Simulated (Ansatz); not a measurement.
`C#C[Si](C)(Cl)Cl` + NH₃ → `C[Si](N)(Cl)Cl` + acetylene at 600 K and 1 bar (ligand exchange at the Si–C bond).

Program: Ansatz. Geometries: PBE0-D4/def2-TZVP. ΔE: electronic, gas phase. CCSD(T)/CBS is the MP2 limit (def2-TZVPP, def2-QZVPP) plus CCSD(T) − MP2 in def2-TZVPP, frozen cores. This one scheme is used for every species. One conformer a species, not always the lowest.

```json
{"species": "`C#C[Si](C)(Cl)Cl`", "CCSD(T)/CBS energy (Eh)": "-1325.27391", "H − E (kJ/mol)": "226.5", "S (J/(mol·K))": "479.1"}
{"species": "NH₃", "CCSD(T)/CBS energy (Eh)": "-56.50880", "H − E (kJ/mol)": "112.4", "S (J/(mol·K))": "219.5"}
{"species": "`C[Si](N)(Cl)Cl`", "CCSD(T)/CBS energy (Eh)": "-1304.56570", "H − E (kJ/mol)": "241.1", "S (J/(mol·K))": "459.8"}
{"species": "`C#C`", "CCSD(T)/CBS energy (Eh)": "-77.22717", "H − E (kJ/mol)": "96.2", "S (J/(mol·K))": "235.4"}
```

H − E and S are ideal-gas, rigid-rotor, harmonic terms from PBE0-D4/def2-TZVP, for one conformer and one mirror image of each species. 1 Eh = 2625.50 kJ/mol, R = 8.31446 J/(mol·K).

Question: By hand: ΔE, ΔH, ΔS and ΔG.

Answer: ΔE = (-1304.56570) + (-77.22717) − (-1325.27391) − (-56.50880) = -0.01016 Eh = -26.7 kJ/mol. Δ(H − E) = 241.1 + 96.2 − 226.5 − 112.4 = -1.6, so ΔH = -28.3 kJ/mol. ΔS = 459.8 + 235.4 − 479.1 − 219.5 = -3.4 J/(mol·K). ΔG = -28.3 − 600 × (-3.4)/1000 = -26.3 kJ/mol.

Question: By hand: the equilibrium constant, and the temperature at which ΔG would vanish if ΔH and ΔS stayed fixed.

Answer: log₁₀ K = −ΔG/(RT ln 10) = 2.3. ΔG = 0 at ΔH/ΔS = 8324 K, far beyond where these terms or the molecules hold.

The number of gas molecules stays the same, so ΔS is small and ΔH decides. A doubt of 5 kJ/mol in ΔE shifts log₁₀ K by 0.4 here. Other conformers and mirror images would add mixing entropy, several J/(mol·K) or more a flexible species. These are equilibria of isolated gas molecules and say nothing of rates. Largest T1 diagnostic: 0.013 (customary marks: 0.02 for closed shells, 0.045 for open ones).
